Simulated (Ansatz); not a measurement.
Born–Oppenheimer molecular dynamics of FH$_{5}$Sn (7 atoms, charge 0, multiplicity 1). It starts at the highest image of a converged band. Of that band: A vibrational analysis at the climbing image gives 2 clearly imaginary modes (1105i, 140i cm⁻¹): a point of higher order. A lower path may pass nearby, or the ends, which weren't checked, may share the extra mode.

Computed with RKS PBE0-D4/def2-SVP (Ansatz 0.2.0).

```json
{"ensemble": "NVE (velocity Verlet)", "time step": "0.5 fs", "steps asked": "200", "starting velocities drawn for": "100 K", "seed": "9555"}
```

Frames 1 fs apart, positions in Å, forces in eV/Å.

Velocities at 40 fs (Å/ps):

```
Sn -2.54 0.22 -0.20
H 25.28 -24.63 67.68
H -41.74 3.00 51.01
H 21.68 -16.94 -25.00
H 25.93 8.07 -2.60
F 12.42 1.04 -7.61
H 33.88 -14.63 75.64
```

```xyz
7
Properties=species:S:1:pos:R:3:forces:R:3 time_fs=40 energy_less_start_eV=-1.198 T=1954
Sn -0.249 0.002 -0.148 0.18 -0.10 -0.48
H 0.469 -0.541 2.953 1.03 -0.33 0.30
H 1.157 0.266 0.830 -0.32 -0.04 -0.29
H -0.551 1.308 -1.240 0.10 -0.23 0.12
H -0.320 -1.579 -0.881 0.08 0.43 0.19
F -1.839 0.037 0.972 0.08 0.01 0.24
H -0.223 -0.337 2.838 -1.15 0.26 -0.08
7
Properties=species:S:1:pos:R:3:forces:R:3 time_fs=41 energy_less_start_eV=-1.216 T=1982
Sn -0.252 0.002 -0.148 0.51 -0.05 -0.58
H 0.499 -0.567 3.022 0.85 -0.29 0.25
H 1.114 0.269 0.880 -0.25 -0.02 -0.32
H -0.529 1.290 -1.264 0.08 -0.18 0.13
H -0.293 -1.569 -0.882 0.06 0.31 0.15
F -1.827 0.038 0.964 -0.28 0.01 0.41
H -0.195 -0.350 2.913 -0.95 0.23 -0.05
7
Properties=species:S:1:pos:R:3:forces:R:3 time_fs=42 energy_less_start_eV=-1.229 T=2000
Sn -0.254 0.002 -0.148 0.86 0.02 -0.68
H 0.537 -0.596 3.093 0.04 -0.04 0.12
H 1.068 0.271 0.926 -0.17 -0.01 -0.33
H -0.506 1.271 -1.287 0.05 -0.12 0.13
H -0.267 -1.556 -0.883 0.03 0.15 0.10
F -1.814 0.039 0.957 -0.68 0.01 0.60
H -0.175 -0.362 2.988 -0.14 -0.02 0.06
7
Properties=species:S:1:pos:R:3:forces:R:3 time_fs=43 energy_less_start_eV=-1.207 T=1967
Sn -0.257 0.002 -0.149 1.21 0.11 -0.79
H 0.576 -0.625 3.166 -0.71 0.22 0.00
H 1.021 0.274 0.970 -0.06 0.02 -0.32
H -0.483 1.250 -1.309 0.03 -0.05 0.11
H -0.240 -1.542 -0.882 0.01 -0.03 0.04
F -1.802 0.040 0.950 -1.10 0.01 0.80
H -0.157 -0.373 3.063 0.63 -0.27 0.15
7
Properties=species:S:1:pos:R:3:forces:R:3 time_fs=44 energy_less_start_eV=-1.167 T=1906
Sn -0.259 0.002 -0.149 1.57 0.18 -0.90
H 0.608 -0.653 3.239 -1.01 0.34 -0.04
H 0.973 0.276 1.010 0.05 0.04 -0.31
H -0.459 1.228 -1.330 0.00 0.02 0.09
H -0.212 -1.528 -0.881 0.00 -0.21 -0.03
F -1.791 0.041 0.943 -1.54 0.02 1.01
H -0.133 -0.387 3.140 0.94 -0.39 0.18
7
Properties=species:S:1:pos:R:3:forces:R:3 time_fs=45 energy_less_start_eV=-1.131 T=1850
Sn -0.261 0.003 -0.149 1.91 0.24 -1.02
H 0.630 -0.677 3.311 -0.79 0.27 -0.02
H 0.926 0.279 1.048 0.16 0.06 -0.29
H -0.435 1.207 -1.350 -0.03 0.09 0.07
H -0.185 -1.516 -0.880 -0.01 -0.37 -0.08
F -1.780 0.042 0.937 -1.98 0.02 1.20
H -0.101 -0.405 3.219 0.73 -0.31 0.13
7
Properties=species:S:1:pos:R:3:forces:R:3 time_fs=46 energy_less_start_eV=-1.089 T=1784
Sn -0.263 0.003 -0.150 2.25 0.26 -1.16
H 0.646 -0.699 3.383 -0.09 0.02 0.06
H 0.880 0.283 1.083 0.27 0.08 -0.27
H -0.412 1.187 -1.369 -0.05 0.16 0.06
H -0.158 -1.507 -0.880 -0.02 -0.48 -0.11
F -1.771 0.043 0.932 -2.40 0.02 1.39
H -0.061 -0.425 3.298 0.04 -0.05 0.03
7
Properties=species:S:1:pos:R:3:forces:R:3 time_fs=47 energy_less_start_eV=-1.023 T=1683
Sn -0.265 0.003 -0.151 2.58 0.23 -1.31
H 0.660 -0.720 3.456 0.75 -0.31 0.14
H 0.837 0.287 1.115 0.36 0.09 -0.26
H -0.389 1.168 -1.388 -0.07 0.20 0.05
H -0.131 -1.503 -0.881 -0.03 -0.52 -0.10
F -1.762 0.044 0.927 -2.80 0.02 1.56
H -0.021 -0.446 3.378 -0.78 0.29 -0.08
7
Properties=species:S:1:pos:R:3:forces:R:3 time_fs=48 energy_less_start_eV=-0.958 T=1583
Sn -0.267 0.004 -0.151 2.88 0.16 -1.47
H 0.682 -0.744 3.530 1.07 -0.46 0.17
H 0.797 0.293 1.144 0.44 0.10 -0.27
H -0.367 1.151 -1.407 -0.09 0.23 0.06
H -0.105 -1.504 -0.883 -0.05 -0.48 -0.07
F -1.756 0.046 0.923 -3.15 0.01 1.69
H 0.011 -0.465 3.458 -1.10 0.44 -0.11
7
Properties=species:S:1:pos:R:3:forces:R:3 time_fs=49 energy_less_start_eV=-0.917 T=1519
Sn -0.268 0.004 -0.152 3.15 0.05 -1.62
H 0.713 -0.773 3.606 0.57 -0.26 0.10
H 0.761 0.299 1.171 0.49 0.10 -0.30
H -0.346 1.136 -1.424 -0.11 0.24 0.08
H -0.079 -1.509 -0.885 -0.07 -0.38 0.00
F -1.750 0.047 0.920 -3.43 0.01 1.79
H 0.033 -0.479 3.536 -0.60 0.24 -0.06
7
Properties=species:S:1:pos:R:3:forces:R:3 time_fs=50 energy_less_start_eV=-0.875 T=1454
Sn -0.270 0.004 -0.153 3.38 -0.09 -1.74
H 0.749 -0.804 3.682 -0.26 0.11 0.01
H 0.730 0.306 1.196 0.52 0.10 -0.34
H -0.326 1.124 -1.441 -0.13 0.23 0.12
H -0.053 -1.518 -0.888 -0.11 -0.23 0.08
F -1.747 0.048 0.918 -3.64 0.00 1.85
H 0.050 -0.491 3.613 0.24 -0.13 0.02
7
Properties=species:S:1:pos:R:3:forces:R:3 time_fs=51 energy_less_start_eV=-0.825 T=1376
Sn -0.270 0.004 -0.154 3.54 -0.21 -1.81
H 0.783 -0.834 3.759 -0.84 0.38 -0.05
H 0.704 0.314 1.216 0.54 0.09 -0.39
H -0.307 1.114 -1.456 -0.15 0.20 0.16
H -0.029 -1.530 -0.890 -0.15 -0.07 0.17
F -1.745 0.049 0.916 -3.76 -0.01 1.85
H 0.069 -0.504 3.691 0.82 -0.39 0.07
```

Of the whole run (100 fs, mean temperature of the second half 1575 K): The conserved energy stayed within 0.1 meV per atom of its start (net change -0.022 meV per atom), so the integration is sound. The kinetic energy rose, since the run started high on the potential surface and went downhill. It ends in pieces (FH3Sn + H2), so much of that is their flight and rotation, not heat. A run of 0.1 ps of so small a system gives no equilibrium averages. The orbitals stay closed-shell, which can raise the energy where a bond breaks towards radicals; this wasn't checked here.

Time of the run: 5.7 min on 1 thread of Arm Neoverse V2, with other jobs on the host, peak memory 0.12 GiB.
